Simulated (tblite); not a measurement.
Species: C7H8F2.
SMILES with atom numbers: `[CH:1]#[C:2][CH2:3][C@@H:4]([CH3:5])[CH:6]=[C:7]([F:8])[F:9]` (hydrogens: H10 on C1; H11, H12 on C3; H13 on C4; H14, H15, H16 on C5; H17 on C6)

Structure optimised with GFN2-xTB, isolated species.

Question: Give the optimised bond lengths and angles.

Answer: 
```
                  bond  length (Å)
                 C1≡C2       1.197
                 C2–C3       1.448
                 C3–C4       1.543
                 C4–C5       1.529
                 C4–C6       1.499
                 C6=C7       1.315
                 C7–F8       1.331
                 C7–F9       1.332
                C1–H10       1.049
                C3–H11       1.093
                C3–H12       1.094
                C4–H13       1.094
C5–H14, C5–H15, C5–H16       1.087
                C6–H17       1.078
```

Bonds in one row agree within 0.01 Å and their mean is given. A selection of angles:
```
   angle  degrees
C1–C2–C3    178.9
C2–C3–C4    112.2
C3–C4–C5    110.7
C3–C4–C6    109.7
C5–C4–C6    109.9
C4–C6–C7    124.0
C6–C7–F8    125.1
C6–C7–F9    125.7
F8–C7–F9    109.2
```

Dihedral angles: C2–C3–C4–C5 -60° (synclinal); C3–C4–C6–C7 116° (anticlinal); C4–C6–C7–F8 180° (antiperiplanar).

The C–C distances run from 1.197 Å (C1≡C2, drawn triple) to 1.543 Å (C3–C4, drawn single), a spread of 0.346 Å. Of the pairs four or more bonds apart, C2···H16 is among the closest relative to their van der Waals radii: 2.64 Å, 91 % of the sum of Bondi's values.

Point group: C1 (no symmetry element, even within 0.4 Å). Its GFN2-xTB frequencies are all real (lowest 31 cm⁻¹). One conformer, not necessarily the lowest. 3 starts were optimised and ended at 0.00, 1.29 and 1.76 kcal/mol (GFN2-xTB); the lowest of these is shown.

The numbers are calculated, not measured.
